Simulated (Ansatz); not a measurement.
Calculated with Ansatz (gas phase, PBE0-D4/def2-TZVP geometries, no zero-point term in ΔE). CCSD(T)/CBS is the MP2 limit (def2-TZVPP, def2-QZVPP) plus CCSD(T) − MP2 in def2-TZVPP, frozen cores. DFT in def2-TZVPP. B3LYP here is the variant with VWN-RPA as its local correlation; programs differ in this. For Ge outer-core shells are correlated without core-valence functions, which leaves a few kJ/mol of doubt a bond. Scalar relativity is left out up to krypton. Each species was taken in one conformer, which may not be the lowest.

`BN[SiH2]F` + `C[SiH](C)[GeH3]` → `C[SiH](C)[SiH2]F` + `B[NH][GeH3]`  (redistribution)

```tsv
level	ΔE (kJ/mol)	difference from CCSD(T)/CBS
PBE-D4	78.2	-9.5
B3LYP-D4	84.2	-3.5
B2PLYP	85.5	-2.2
PBE0	82.5	-5.2
MP2/def2-TZVPP	88.5	0.8
SCS-MP2/def2-TZVPP	84.8	-2.9
CCSD(T)/def2-TZVPP	84.3	-3.4
HF/def2-QZVPP	86.7	-1.0
SCS-MP2/def2-QZVPP	86.4	-1.3
MP2/CBS(def2)	91.9	4.2
CCSD(T)/CBS	87.7	0
```

Largest T1 diagnostic among the species: 0.013.

From PBE to PBE0 (25 % exact exchange), in def2-TZVPP and without D4, ΔE moves by +4.4 kJ/mol.
